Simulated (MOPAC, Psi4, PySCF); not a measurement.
Intermolecular potential of H2 ··· HF (SMILES [H][H] and F), singlet. Monomers: optimised at B3LYP-D3(BJ) (def2-TZVP), held rigid. Orientation: lowest of the rigid-body minima from ten starts at GFN2-xTB. R is the distance of the centres of mass, along which the second monomer moves.

Geometry at R = 2.91 Å (first 2 atoms: monomer A):
```
4

H      0.3719     0.0000     0.0000
H     -0.3719     0.0000     0.0000
F      0.0000     1.3817    -2.6107
H      0.0000     0.9492    -1.7936
```

BLYP/def2-TZVP, counterpoise-corrected (Psi4); RKS-BP86/6-31G* = restricted BP86/6-31G*, spherical d, no counterpoise correction (PySCF); PM6, restricted, heats of formation (MOPAC); RKS-B3LYP/3-21G = restricted B3LYP/3-21G, no counterpoise correction run with PySCF 2.14.0; CCSD(T)/aug-cc-pVDZ = DF-CCSD(T)/aug-cc-pVDZ, frozen core, counterpoise-corrected (Psi4).

Interaction energies in kJ/mol (negative: bound); R is the distance of the centres of mass, d the H2···H4 distance.

```json
[
 {"R / Å": "2.34", "d / Å": "1.51", "BLYP/def2-TZVP": "8.94", "RKS-BP86/6-31G*": "16.02", "PM6": "-9.47", "RKS-B3LYP/3-21G": "17.36", "CCSD(T)/aug-cc-pVDZ": "8.31"},
 {"R / Å": "2.50", "d / Å": "1.66", "BLYP/def2-TZVP": "2.08", "RKS-BP86/6-31G*": "7.27", "PM6": "-7.71", "RKS-B3LYP/3-21G": "6.39", "CCSD(T)/aug-cc-pVDZ": "0.95"},
 {"R / Å": "2.74", "d / Å": "1.90", "BLYP/def2-TZVP": "-1.58", "RKS-BP86/6-31G*": "1.32", "PM6": "-3.86", "RKS-B3LYP/3-21G": "-0.90", "CCSD(T)/aug-cc-pVDZ": "-2.90"},
 {"R / Å": "2.91", "d / Å": "2.06", "BLYP/def2-TZVP": "-2.06", "RKS-BP86/6-31G*": "-0.20", "PM6": "-2.17", "RKS-B3LYP/3-21G": "-2.50", "CCSD(T)/aug-cc-pVDZ": "-3.41"},
 {"R / Å": "3.10", "d / Å": "2.25", "BLYP/def2-TZVP": "-1.87", "RKS-BP86/6-31G*": "-0.73", "PM6": "-1.28", "RKS-B3LYP/3-21G": "-2.77", "CCSD(T)/aug-cc-pVDZ": "-3.21"},
 {"R / Å": "3.30", "d / Å": "2.45", "BLYP/def2-TZVP": "-1.45", "RKS-BP86/6-31G*": "-0.73", "PM6": "-0.90", "RKS-B3LYP/3-21G": "-2.38", "CCSD(T)/aug-cc-pVDZ": "-2.71"},
 {"R / Å": "3.60", "d / Å": "2.74", "BLYP/def2-TZVP": "-0.90", "RKS-BP86/6-31G*": "-0.51", "PM6": "-0.53", "RKS-B3LYP/3-21G": "-1.58", "CCSD(T)/aug-cc-pVDZ": "-1.93"},
 {"R / Å": "3.93", "d / Å": "3.07", "BLYP/def2-TZVP": "-0.54", "RKS-BP86/6-31G*": "-0.34", "PM6": "-0.22", "RKS-B3LYP/3-21G": "-0.89", "CCSD(T)/aug-cc-pVDZ": "-1.26"},
 {"R / Å": "4.43", "d / Å": "3.57", "BLYP/def2-TZVP": "-0.29", "RKS-BP86/6-31G*": "-0.22", "PM6": "-0.04", "RKS-B3LYP/3-21G": "-0.37", "CCSD(T)/aug-cc-pVDZ": "-0.66"},
 {"R / Å": "5.10", "d / Å": "4.24", "BLYP/def2-TZVP": "-0.17", "RKS-BP86/6-31G*": "-0.14", "PM6": "0.00", "RKS-B3LYP/3-21G": "-0.16", "CCSD(T)/aug-cc-pVDZ": "-0.31"},
 {"R / Å": "6.12", "d / Å": "5.25", "BLYP/def2-TZVP": "-0.09", "RKS-BP86/6-31G*": "-0.07", "PM6": "0.00", "RKS-B3LYP/3-21G": "-0.08", "CCSD(T)/aug-cc-pVDZ": "-0.13"},
 {"R / Å": "7.44", "d / Å": "6.57", "BLYP/def2-TZVP": "-0.04", "RKS-BP86/6-31G*": "-0.03", "PM6": "0.00", "RKS-B3LYP/3-21G": "-0.04", "CCSD(T)/aug-cc-pVDZ": "-0.05"}
]
```

Lowest grid point: BLYP/def2-TZVP -2.06 kJ/mol at R = 2.91 Å; RKS-BP86/6-31G* -0.73 kJ/mol at R = 3.10 Å; PM6 -9.47 kJ/mol at R = 2.34 Å; RKS-B3LYP/3-21G -2.77 kJ/mol at R = 3.10 Å; CCSD(T)/aug-cc-pVDZ -3.41 kJ/mol at R = 2.91 Å.
